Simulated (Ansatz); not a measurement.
C4H3IS, SMILES `Ic1ccsc1`, relaxed with RKS PBE0-D4/def2-TZVP in Ansatz 0.2.0 from a PBE-D4/def2-SVP geometry. The force threshold is 0.005 eV/Å; the program also tests the step.

The species carries charge 0 and has multiplicity 1. I takes the def2 core potential.

Start:

```xyz
9

I     0.265    2.023    2.164
C     0.039    0.492    0.736
C     0.261    0.698   -0.663
C     0.048   -0.458   -1.386
S    -0.417   -1.781   -0.370
C    -0.335   -0.799    1.056
H     0.563    1.655   -1.108
H     0.141   -0.604   -2.469
H    -0.564   -1.226    2.040
```

Problem. By how much does the energy fall, and how many steps does the optimiser take? (An estimate is asked.)

Solution. Computed: 7.03 kJ/mol, in 6 steps.

Problem. Which bonds change most? (An estimate is asked.)

Solution. Computed: I1–C2 from 2.106 to 2.072 Å; S5–C6 from 1.733 to 1.705 Å; C4–S5 from 1.731 to 1.705 Å; C2–C6 from 1.382 to 1.362 Å.

Problem. Give the relaxed structure. (Estimate.)

Solution. The calculation gave: 
```xyz
9

I     0.258    1.987    2.139
C     0.038    0.486    0.728
C     0.258    0.688   -0.658
C     0.047   -0.454   -1.369
S    -0.411   -1.752   -0.364
C    -0.330   -0.788    1.040
H     0.555    1.631   -1.093
H     0.138   -0.597   -2.435
H    -0.554   -1.200    2.011
```
